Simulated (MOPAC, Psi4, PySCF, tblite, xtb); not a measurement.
Dimer CH4 ··· CF4 (SMILES C and FC(F)(F)F) at R = 3.66 Å between the centres of mass, closest contact 2.85 Å (lowest of the rigid-body minima from ten starts at GFN2-xTB). Geometry in Å and degrees:

```
C
H 1 1.0891
H 1 1.0891 2 109.47
H 1 1.0891 2 109.47 3 120.00
H 1 1.0891 2 109.47 3 -120.00
F 3 2.8518 1 114.92 2 -59.82
C 6 1.3259 3 104.96 1 -1.91
F 7 1.3259 6 109.44 3 -179.03
F 7 1.3260 6 109.47 8 -119.99
F 7 1.3261 6 109.48 8 120.01
```

Computed with: GFN2-xTB (tblite); SAPT0/jun-cc-pVDZ, frozen core (Psi4); PBE/def2-TZVP, counterpoise-corrected (Psi4); PBE-D3(BJ)/def2-TZVP, counterpoise-corrected (Psi4); HF/aug-cc-pVDZ, counterpoise-corrected (Psi4); MP2/aug-cc-pVDZ = Psi4 with DF-MP2/aug-cc-pVDZ, frozen core, counterpoise-corrected; SCS-MP2/aug-cc-pVDZ = Psi4 with DF-SCS-MP2/aug-cc-pVDZ, frozen core, counterpoise-corrected; PM7, restricted, heats of formation (MOPAC); PM3, restricted, heats of formation (MOPAC); GFN1-xTB (xtb); RKS-B3LYP/6-31G* = PySCF with restricted B3LYP/6-31G*, spherical d, no counterpoise correction; RHF/LANL2DZ = restricted Hartree-Fock/LANL2DZ, no counterpoise correction (PySCF); RKS-BP86/6-31G* = restricted BP86/6-31G*, spherical d, no counterpoise correction in PySCF 2.14.0; RKS-M06-2X/6-31G* = restricted M06-2X/6-31G*, spherical d, no counterpoise correction run with PySCF.

Question: What interaction energy does each level give?

Answer: 
```
method                E_int / kJ/mol
--------------------  --------------
RKS-M06-2X/6-31G*              -6.96
GFN2-xTB                       -4.64
RKS-B3LYP/6-31G*               -3.82
PBE-D3(BJ)/def2-TZVP           -2.86
GFN1-xTB                       -2.52
MP2/aug-cc-pVDZ                -1.55
PM7                            -1.32
SAPT0/jun-cc-pVDZ              -0.44
SCS-MP2/aug-cc-pVDZ            -0.33
RKS-BP86/6-31G*                -0.01
RHF/LANL2DZ                     0.27
PBE/def2-TZVP                   0.39
PM3                             0.64
HF/aug-cc-pVDZ                  3.24
```
